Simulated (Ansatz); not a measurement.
Isolated molecules relaxed with PBE0-D4/def2-TZVP in Ansatz; ΔE leaves out vibrations. CCSD(T)/CBS is the MP2 limit (def2-TZVPP, def2-QZVPP) plus CCSD(T) − MP2 in def2-TZVPP, frozen cores. This one scheme is used for every species. Functionals use def2-TZVPP. B3LYP here is the variant with VWN-RPA as its local correlation; programs differ in this. def2 core potentials past Kr. For Sn outer-core shells are correlated without core-valence functions, which leaves a few kJ/mol of doubt a bond. One conformer a species, not always the lowest.

Reaction (cleavage of the Si–Si bond): `[SiH3][SiH2][O][SnH3]` + `CCBS` → `CCBS[SiH3]` + `[SiH3][O][SnH3]`

Question: Is it downhill or uphill in electronic energy at CCSD(T)/CBS, and by how much? (An estimate is asked.)

Answer: Ansatz gave: Downhill: ΔE = -54.3 kJ/mol.

Question: What do these levels give: B3LYP-D4, ωB97M-V, B3LYP, HF/def2-TZVPP, SCS-MP2/def2-TZVPP, CCSD(T)/def2-TZVPP? (An estimate is asked.)

Answer: Ansatz gave: B3LYP-D4 -49.1, ωB97M-V -56.0, B3LYP -47.9, HF/def2-TZVPP -62.1, SCS-MP2/def2-TZVPP -62.0, CCSD(T)/def2-TZVPP -52.1 kJ/mol.

Largest T1 diagnostic among the species: 0.014.

From PBE to PBE0 (25 % exact exchange), in def2-TZVPP and without D4, ΔE moves by −5.6 kJ/mol.
